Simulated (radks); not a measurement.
Valence configurations of neutral germanium (all share [Ar]). Method: Dirac Kohn-Sham, BLYP, spin-unpolarised, spherical densities, finite nucleus; open shells fill j = l - 1/2 first; Fermi nuclear charge, rms radius 4.0742 fm; computed with a radial shooting solver on a logarithmic mesh with Libxc functionals. Energies are relative to 3d10 4s2 4p2; eigenvalues in eV.

valence          E (eV)  e(3d3/2)  e(3d5/2)  e(4p1/2)  e(4p3/2)  e(4s1/2)
3d10 4s2 4p2      0.000   -29.370   -28.785    -3.843         -   -11.563
3d10 4s1 4p3      8.069   -31.134   -30.547    -4.541    -4.334   -12.557
3d9.5 4s2 4p2.5  13.611   -34.222   -33.617    -4.496    -4.277   -12.732
3d8 4s2 4p4      67.608   -49.654   -48.989    -6.432    -6.115   -16.057
3d10 4p4         16.434   -32.766   -32.178    -5.174    -4.948         -
3d8 4s1 4p5      77.655   -51.133   -50.467    -7.020    -6.687   -16.837
3d9 4s2 4p3      29.366   -39.223   -38.598    -5.144    -4.893   -13.867

NIST lists [Ar] 3d10 4s2 4p2 as the ground configuration; this level of theory agrees among the configurations tried. The energies are those of spherical spin-averaged densities, not of single terms.
